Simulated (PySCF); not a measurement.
C2H9ClOSi2, SMILES CO[Si@H](Cl)[SiH2]C.

Coordinates come from a r2SCAN-D4/def2-SVP optimisation. The structure was generated by enumeration; whether it is a known compound was not checked. One conformer was computed; it need not be the lowest.

Two levels are set side by side: TDA-PBE/def2-SVPD (PySCF) and TDA-ωB97X/def2-SVPD (PySCF). Vertical, same geometry. The lowest singlet is HOMO→LUMO 90 % with PBE and HOMO→LUMO 85 % with the other functional; states are paired by order. Differences are taken from unrounded values.

| quantity | TDA-PBE |
|---|---|
| lowest singlet excitation (eV) | 5.85 |
| lowest triplet excitation (TDA) (eV) | 5.35 |

**Question.** These are the TDA-PBE values. What does TDA-ωB97X give? (The exact figures need the calculation; the answer reports its results.)

**Answer.** 
```tsv
quantity	TDA-ωB97X	TDA-PBE minus TDA-ωB97X
lowest singlet excitation (eV)	6.82	-0.97
lowest triplet excitation (TDA) (eV)	6.06	-0.71
```

Functionals without exact exchange tend to place singlet excitations lower, as here. Differences between two approximate levels are no errors against the true value.

Rough cost on one machine, each run with all the roots and properties that it gave: TDA-ωB97X against TDA-PBE about 6 times.
